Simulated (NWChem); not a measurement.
Si2NH5F2; SMILES N[Si@@H](F)[SiH2]F

```xyz
10

N      1.5921    -1.2678     0.3617
Si     0.0903    -0.8788    -0.3744
F     -1.1456    -1.8556     0.0472
Si    -0.5728     1.2692     0.2852
F      0.4677     2.3670    -0.3074
H      1.7611    -1.1202     1.3491
H      2.1765    -2.0093    -0.0060
H      0.2886    -1.0500    -1.8365
H     -1.9341     1.5999    -0.2193
H     -0.5803     1.3861     1.7723
```
Atoms are numbered in this order, from 1.

Results from NWChem. The geometry was optimised at B3LYP/6-31G* (spherical d).

### Question
What does the run give for PW6B95/def2-TZVP? Quantities: highest occupied level (eV); orbital gap (eV); dipole (D).

### Answer
highest occupied level (eV): -8.22
orbital gap (eV): 7.48
dipole (D): 1.78
